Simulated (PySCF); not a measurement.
**Be (beryllium, neutral) across methods**

[He] 2s2, closed-shell 1S. All numbers are calculated (PySCF 2.14, no relativity, point nucleus, in aug-pcseg-2 (5s3p2d, 24 functions)).

```
   method  E (hartree)  mean ε 1s (eV)  mean ε 2s (eV)  Σ⟨r²⟩ (bohr²)   ⟨S²⟩
   PBEsol     -14.5306         -105.13          -5.520          16.97  0.000
      LDA     -14.4449         -104.42          -5.574          17.07  0.000
     BP86     -14.6581         -106.37          -5.688          16.79  0.000
CAM-B3LYP     -14.6494         -113.10          -7.666          16.84  0.000
     PBE0     -14.6351         -111.85          -6.472          16.79  0.000
      PBE     -14.6286         -106.08          -5.595          16.83  0.000
   r2SCAN     -14.6468         -108.54          -5.717          16.94  0.000
  wB97M-V     -14.6609         -114.75          -8.304          16.93  0.000
      UHF    -14.57021         -128.65          -8.390          17.37  0.000
```
